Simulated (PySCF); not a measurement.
Species: C₄H₉GaO₂Si.
Cartesian coordinates in Å at the PBE0-D3(BJ)/def2-SVP level; atoms count from 1:
```
atom  x, y, z in Å
Si1   -2.283    0.087    0.410
C2    -1.462   -1.398   -0.381
Ga3    0.452   -1.146   -0.749
O4     0.759    0.777   -1.019
C5     1.313    1.555   -0.191
C6     1.832    1.218    1.062
C7     1.800   -0.083    1.572
O8     1.320   -1.109    1.013
H9    -1.490    0.562    1.590
H10   -3.667   -0.219    0.897
H11   -2.383    1.226   -0.554
H12   -1.545   -2.260    0.304
H13   -1.995   -1.675   -1.306
H14    1.395   -1.904   -1.736
H15    1.385    2.611   -0.508
H16    2.282    2.004    1.668
H17    2.238   -0.251    2.573
```

Theory: PySCF 2.14.0, PBE0-D3(BJ)/def2-SVP geometry optimisation, gas phase.

(1) Which atoms are bound to Ga3, and at what distances?

(2) List the angles at Ga3.

(3) Describe the arrangement about Ga3 in numbers.

(4) What are the other bond lengths?

(5) Give some angles away from the centre.

(6) What are the rotational constants (commonest isotopes, rigid rotor)?

Answers

(1) 4 atoms: H14 1.561 Å, O8 1.964 Å, O4 1.966 Å, C2 1.966 Å. The nearest atom not counted as bound is H12, at 2.52 Å.

(2) 
```json
{"angle": "C2–Ga3–H14", "degrees": "130.1", "distance of the outer atoms (Å)": "3.20"}
{"angle": "O8–Ga3–H14", "degrees": "108.0", "distance of the outer atoms (Å)": "2.86"}
{"angle": "C2–Ga3–O4", "degrees": "107.6", "distance of the outer atoms (Å)": "3.17"}
{"angle": "O4–Ga3–H14", "degrees": "107.1", "distance of the outer atoms (Å)": "2.85"}
{"angle": "C2–Ga3–O8", "degrees": "105.3", "distance of the outer atoms (Å)": "3.13"}
{"angle": "O4–Ga3–O8", "degrees": "92.1", "distance of the outer atoms (Å)": "2.83"}
```

(3) Angles from 92.1° to 130.1°; τ4 = (360° − α − β)/141° = 0.86 with α and β the two widest (0 for a square, 1 for a tetrahedron).

(4) Si1–C2 1.871 Å; O4–C5 1.264 Å; C5=C6 1.398 Å; C6–C7 1.398 Å; C7=O8 1.264 Å; Si1–H9, Si1–H10, Si1–H11 1.498 Å; C2–H12 1.104 Å; C2–H13 1.103 Å; C5–H15 1.105 Å; C6–H16 1.090 Å; C7–H17 1.106 Å.

(5) Si1–C2–Ga3 113.9°, Ga3–O4–C5 125.5°, O4–C5–C6 127.0°, C5–C6–C7 122.9°, C6–C7–O8 127.1°, Ga3–O8–C7 125.5°.

(6) A = 1608, B = 1046, C = 876.6 MHz: an asymmetric top.

Point group: C1 (no symmetry element, even within 0.4 Å). Charge 0, singlet. Whether it is a minimum is left open (no frequencies).

One conformer stands for the species.
